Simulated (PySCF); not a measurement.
Mg(Cl)(Me) (CH3ClMg), SMILES [CH3][Mg][Cl]. The structure is a stationary point at PBE-D3(BJ)/def2-TZVP.

Computed equilibrium geometry at PBE-D3(BJ)/def2-TZVP (PySCF confirms it by a frequency run) as a Z-matrix, and its point group:
point group C3v.
```
C
H 1 1.1003
H 1 1.1003 2 107.67
H 1 1.1003 2 107.67 3 115.85
Mg 1 2.0793 2 111.21 3 -122.08
Cl 5 2.2070 2 157.51 1 180.00
```
